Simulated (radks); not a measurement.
Results of a calculation; reference values are marked as such.
Question: These are the eigenvalues of the occupied orbitals of an atom or ion with whole-number occupations (Ry). Code: a radial shooting solver on a logarithmic mesh with Libxc functionals. Model: Dirac Kohn-Sham, BLYP, spin-unpolarised, spherical densities, finite nucleus; Fermi nuclear charge, rms radius of each element as measured or else 0.836 A^(1/3) + 0.57 fm.

| orbital | eigenvalue |
|---|---|
| 1s1/2 | -1173.389 |
| 2s1/2 | -160.7855 |
| 2p1/2 | -146.5521 |
| 2p3/2 | -141.5202 |
| 3s1/2 | -26.71128 |
| 3p1/2 | -21.54276 |
| 3p3/2 | -20.77039 |
| 3d3/2 | -11.69157 |
| 3d5/2 | -11.55662 |
| 4s1/2 | -5.05672 |
| 4p1/2 | -3.73531 |
| 4p3/2 | -3.63994 |

Which element is it, and in what charge state? The configuration may be excited. Open shells, if any, fill j = l - 1/2 first.

Answer: Z = 38, strontium, charge +3: Sr3+ in [Ar] 3d10 4s2 4p5. The list shows which subshells hold electrons but not how many an open one holds; the 1s level, -586.69 hartree, gives Z - s = 34.3 by -(Z - s)^2/2, which with screening and relativity narrows Z to a few neighbours, and the depths of the outer levels then fix element, charge and occupations together.
